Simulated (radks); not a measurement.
Results of a calculation; reference values are marked as such.
Problem. Ionisation of Ce3+, [Xe] 4f1, to Ce4+, [Xe], under several functionals. Scalar-relativistic Kohn-Sham, spin-unpolarised, spherical densities, finite nucleus; a radial shooting solver on a logarithmic mesh with Libxc functionals. The NIST Atomic Spectra Database gives 36.91 eV (semi-empirical). Rank these functionals by the error of their Delta-SCF ionisation energy: exchange-only r2SCAN; revPBE; HCTH/407; PBEsol; BLYP.

Solution. From best to worst: BLYP 37.580 eV (+0.674); revPBE 37.697 eV (+0.791); PBEsol 37.823 eV (+0.917); exchange-only r2SCAN 35.417 eV (-1.489); HCTH/407 38.855 eV (+1.949). Spin polarisation and multiplet splitting are left out, so open shells lie too high by an amount that depends on their filling. Spin-orbit splitting is averaged out at the scalar-relativistic level.

Beside tabulated values, note that spin-unpolarised runs miss the spin-polarisation part of the exchange energy of open shells.
